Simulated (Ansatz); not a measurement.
Relaxation of C3H8FNSSi (15 atoms, charge 0, multiplicity 1), to a largest force component of 0.015 eV/Å in at most 40 steps.

The calculation used RKS B3LYP-D4/def2-SVP in Ansatz.

```xyz
15
Properties=species:S:1:pos:R:3
N -2.386 0.783 -0.460
C -1.830 -0.166 0.384
F -1.843 0.378 1.615
C -0.374 -0.470 -0.105
C 0.683 -0.298 0.586
Si 2.385 -0.633 0.047
S 3.081 1.050 -1.067
H -3.150 0.329 -0.990
H -1.730 0.929 -1.272
H -2.431 -1.071 0.440
H -0.417 -0.895 -1.087
H 0.649 0.132 1.623
H 3.231 -0.834 1.194
H 2.370 -1.823 -0.824
H 2.043 1.032 -1.946
```

Question: Where does it end, and by what steps?

Answer: The forces met the threshold. After 18 steps the energy has fallen by 0.955 eV; H15 moved furthest, 0.66 Å.

```tsv
step	energy less start (eV)	largest force component (eV/Å)	accepted
0	0.0000	4.908	yes
1	-0.5437	1.670	yes
2	-0.6504	0.562	yes
3	-0.6982	0.450	yes
4	-0.7339	0.300	yes
5	-0.6500	0.754	no
6	-0.7528	0.183	yes
7	-0.7577	0.131	yes
8	-0.7595	0.620	yes
9	-0.7698	0.505	yes
10	-0.8557	0.545	yes
11	-0.7510	2.574	no
12	-0.9266	0.287	yes
13	-0.9410	0.771	yes
14	-0.9485	0.336	yes
15	-0.9521	0.128	yes
16	-0.9535	0.109	yes
17	-0.9552	0.024	yes
18	-0.9553	0.012	yes
```

```xyz
15
Properties=species:S:1:pos:R:3
N -2.524 0.285 -0.812
C -1.839 -0.252 0.305
F -1.795 0.632 1.397
C -0.434 -0.645 -0.072
C 0.675 -0.167 0.511
Si 2.392 -0.649 -0.031
S 3.493 1.055 -0.791
H -3.490 0.520 -0.591
H -2.056 1.114 -1.177
H -2.392 -1.139 0.665
H -0.384 -1.367 -0.896
H 0.545 0.553 1.329
H 3.227 -1.116 1.110
H 2.273 -1.730 -1.053
H 2.588 1.350 -1.755
```

Time of the run: 2.6 min on 2 threads of Intel(R) Xeon(R) Platinum 8259CL CPU @ 2.50GHz (Skylake/Cascade Lake), on a shared host, peak memory 0.46 GiB.
